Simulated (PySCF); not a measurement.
**Correlation energy of Cr⁶⁺ (chromium, charge +6)**

[Ar], closed-shell 1S. Calculation: PySCF 2.14, in an uncontracted even-tempered set (18 s from 0.25 bohr⁻², ratio 2.5; 12 p from 0.33 bohr⁻², ratio 2.5; 5 d from 3.3 bohr⁻², ratio 2.7; 5 f from 4.9 bohr⁻², ratio 2.7); the non-relativistic Hamiltonian (point nucleus). Frozen: 1s2; 16 electrons correlated; the 18 highest virtual orbitals of each spin left out.

```tsv
level	correlation energy (mhartree)
CCSD	-570.87
(T)	-4.19
CCSD(T)	-575.06
```

Diagnostics: T1 = 0.0023, D1 = 0.0053, largest double amplitude 0.030.

Q: Is a single reference adequate?

A: Yes, within this model without spin-orbit coupling: T1 lies below 0.03 and no double amplitude reaches 0.07.
